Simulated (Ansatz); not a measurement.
`CO[CH2][GaH2]` + `N=C=N` → `COCN=C=N` + `[GaH3]`  (substitution at a C–Ga bond)

Computed with Ansatz on PBE0-D4/def2-TZVP structures; ΔE is electronic, products minus reactants. CCSD(T)/CBS is the MP2 limit (def2-TZVPP, def2-QZVPP) plus CCSD(T) − MP2 in def2-TZVPP, frozen cores. This one scheme is used for every species. Functionals use def2-TZVPP. For Ga outer-core shells are correlated without core-valence functions, which leaves a few kJ/mol of doubt a bond. Scalar relativity is left out up to krypton. Each species was taken in one conformer, which may not be the lowest.

`CO[CH2][GaH2]`:

Cartesian coordinates in Å:
```
C -0.139 1.596 0.859
O -0.453 0.547 -0.017
C 0.474 -0.527 0.045
Ga -0.330 -1.746 -1.310
H -0.899 2.369 0.741
H -0.133 1.252 1.903
H 0.847 2.022 0.629
H 0.510 -0.950 1.059
H 1.486 -0.182 -0.211
H 0.027 -1.562 -2.829
H -1.390 -2.819 -0.869
```

`N=C=N`:

Cartesian coordinates in Å:
```
N -0.112 0.405 1.166
C 0.144 -0.033 0.060
N 0.568 -0.509 -0.977
H -0.992 0.172 1.603
H 0.393 -0.035 -1.851
```

`COCN=C=N`:

```xyz
12

C    -0.225    0.219    1.544
O    -0.919   -0.582    0.619
C    -1.186    0.054   -0.587
N    -0.057    0.212   -1.470
C     1.030   -0.315   -1.410
N     2.104   -0.888   -1.505
H    -0.146   -0.353    2.468
H    -0.768    1.152    1.744
H     0.785    0.468    1.198
H    -1.932   -0.555   -1.103
H    -1.606    1.054   -0.416
H     2.920   -0.468   -1.082
```

`[GaH3]`:

Z-matrix (Å, degrees):
```
Ga
H 1 1.568
H 1 1.568 2 120.0
H 1 1.568 2 120.0 3 -179.9
```

| level | ΔE (kJ/mol) |
| --- | --- |
| PBE0-D4 | 14.6 |
| ωB97X-V | 13.2 |
| ωB97M-V | 16.6 |
| B2PLYP | 17.6 |
| PBE | 17.8 |
| HF/def2-TZVPP | 8.5 |
| MP2/def2-TZVPP | 19.2 |
| HF/CBS(def2) | 7.8 |

**Question.** What does CCSD(T)/CBS give? (An estimate is asked.)

**Answer.** The calculation gave: +22.0 kJ/mol. The listed levels differ from it by -7.4, -8.8, -5.4, -4.4, -4.2, -13.5, -2.8, -14.2 kJ/mol.

Largest T1 diagnostic among the species: 0.017.

In def2-TZVPP, CCSD(T) changes the Hartree–Fock value by +9.2 kJ/mol (the triples alone add −0.6 kJ/mol) and MP2 by +10.7 kJ/mol.
